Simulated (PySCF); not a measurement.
## Computed properties of Bi(Br)(Me)2 (C2H6BiBr), SMILES [CH3][Bi]([CH3])[Br]

Bi(Br)(Me)2 (C2H6BiBr), SMILES [CH3][Bi]([Br])[CH3]. Coordinates come from a B3LYP-D3(BJ)/def2-SVP optimisation. The def2 effective core potentials stand for the cores of Bi; spin–orbit coupling is left out. Other conformers were not sampled. All values are computed for the isolated molecule unless a solvent is named; none is compared with measurement here.

**Structure.** The optimised structure has Cs symmetry. All 24 harmonic modes at B3LYP-D3(BJ)/def2-SVP (PySCF) are real, so it is a minimum. With heavy atoms numbered as in [Bi:1]([Br:2])([CH3:3])[CH3:7], the shortest bond between them is Bi1–C7 at 2.290 Å and the longest Bi1–Br2 at 2.666 Å.

**Vibrations.** The strongest infrared lines (harmonic, unscaled, degenerate partners summed) lie at 459 cm⁻¹ (19 km/mol, C 75 %, H 18 %), 731 cm⁻¹ (17 km/mol, H 84 %, C 15 %), 800 cm⁻¹ (17 km/mol, H 82 %, C 18 %). The softest mode is at 76 cm⁻¹ and the zero-point energy is 45.0 kcal/mol.

**Electronic structure.** PBE0/def2-TZVP (PySCF) places the frontier levels at -7.10 and -1.71 eV, a gap of 5.39 eV, and gives a dipole moment of 3.72 D and a mean polarisability of 94.9 bohr³. PBE/def2-TZVP (PySCF) at the same geometry gives -6.04 and -2.43 eV, so its gap is 1.78 eV narrower. An orbital gap is neither the optical nor the fundamental gap.

**Excitations.** TDA-PBE0/def2-SVPD (PySCF) has S1 at 4.12 eV (301 nm, f = 0.028, weak); the most intense of the 10 singlets computed lies at 5.77 eV (f = 0.08). T1 (TDA) is at 3.51 eV, 0.61 eV under S1. TDA-PBE/def2-SVPD (PySCF) puts S1 at 3.81 eV. No vertical singlet excitation falls in the visible range (under 3.1 eV).
